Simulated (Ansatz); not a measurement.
`[CH3][Zr]([CH3])([Cl])[Cl]` and `[CH3][Zr]([OH])([Cl])[Cl]` differ in one atom or group.

Ansatz, PBE0-D4/def2-TZVP geometries, multiplicity 1. Each molecule was computed in one conformer, which needn't be the lowest.

Elements past krypton have def2 core potentials.

| property | `[CH3][Zr]([CH3])([Cl])[Cl]` |
| --- | --- |
| ideal-gas entropy at 298 K and 1 bar (rigid rotor, harmonic PBE0-D4/def2-TZVP) / J/(mol·K) | 428 |
| LUMO energy (ωB97M-V/def2-TZVPP) / eV | 0.27 |
| HOMO–LUMO gap (ωB97M-V/def2-TZVPP) / eV | 10.75 |
| size of the dipole moment (PBE/def2-TZVPP) / D | 1.65 |
| LUMO energy (B3LYP/def2-TZVPP) / eV | -2.07 |
| HOMO energy (PBE/def2-TZVPP) / eV | -6.81 |

Q: What does the change do to each property? (An estimate is asked.)

A: The calculation gave: 
```
                                                                                  property  `[CH3][Zr]([OH])([Cl])[Cl]`  shift
ideal-gas entropy at 298 K and 1 bar (rigid rotor, harmonic PBE0-D4/def2-TZVP) / J/(mol·K)                          406    -22
                                                     LUMO energy (ωB97M-V/def2-TZVPP) / eV                         0.55   0.28
                                                   HOMO–LUMO gap (ωB97M-V/def2-TZVPP) / eV                        10.93   0.18
                                            size of the dipole moment (PBE/def2-TZVPP) / D                         2.69   1.04
                                                       LUMO energy (B3LYP/def2-TZVPP) / eV                        -1.79   0.28
                                                         HOMO energy (PBE/def2-TZVPP) / eV                        -6.75   0.06
```

With PBE0 the HOMO rises by 0.07 eV and the LUMO rises by 0.27 eV, so the gap widens by about 0.20 eV. PBE moves the HOMO by 0.06 eV and ωB97M-V by 0.09 eV. The zero-point energy changes by -55.1 kJ/mol with -6 modes. Dipoles are sizes alone; their direction can turn. Modes under 60 cm⁻¹, often nearly free rotors, make the harmonic entropy too high.

Positive LUMOs are unbound, so they and the gaps depend on the basis.

B3LYP here is the variant with VWN-RPA as its local correlation; programs differ in this.
